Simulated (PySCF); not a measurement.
## B (boron, neutral) across methods

[He] 2s1 2p1 3d1, one real determinant (an excited configuration). Calculation: PySCF 2.14, in dyall-av3z (15s9p3d2f, 71 functions); the non-relativistic Hamiltonian (point nucleus).

| method | E (hartree) | mean ε 2s α (eV) | mean ε 2p α (eV) | mean ε 3d α (eV) | Σ⟨r²⟩ (bohr²) | ⟨S²⟩ |
| --- | --- | --- | --- | --- | --- | --- |
| LDA | -23.9303 | -14.989 | -9.231 | 0.576 | 37.52 | 3.750 |
| B3LYP | -24.2342 | -16.232 | -10.538 | 0.250 | 37.87 | 3.750 |
| PBE0 | -24.1971 | -16.697 | -10.893 | 0.155 | 37.84 | 3.750 |
| PBE | -24.1935 | -15.071 | -9.385 | 0.421 | 37.83 | 3.750 |
| r2SCAN | -24.2195 | -15.518 | -9.804 | 0.553 | 37.91 | 3.750 |
| HSE06 | -24.2018 | -16.261 | -10.503 | 0.459 | 37.85 | 3.750 |
| M06 | -24.2234 | -16.390 | -10.585 | 0.285 | 37.86 | 3.750 |
| UHF | -24.13735 | -21.213 | -15.156 | -0.413 | 38.00 | 3.750 |
| wB97M-V | -24.2039 | -18.696 | -12.650 | -0.278 | 37.03 | 3.750 |

⟨L²⟩ = 8.02 against 12 for a pure F term, so this real determinant mixes terms. The outer electron is Rydberg-like, and this basis confines it to a smaller radius and binds it less than a complete one would.

The highest occupied level is positive at LDA, B3LYP, PBE0, PBE, r2SCAN, HSE06, M06: only the finite basis holds that electron, which in a density functional comes from self-interaction.
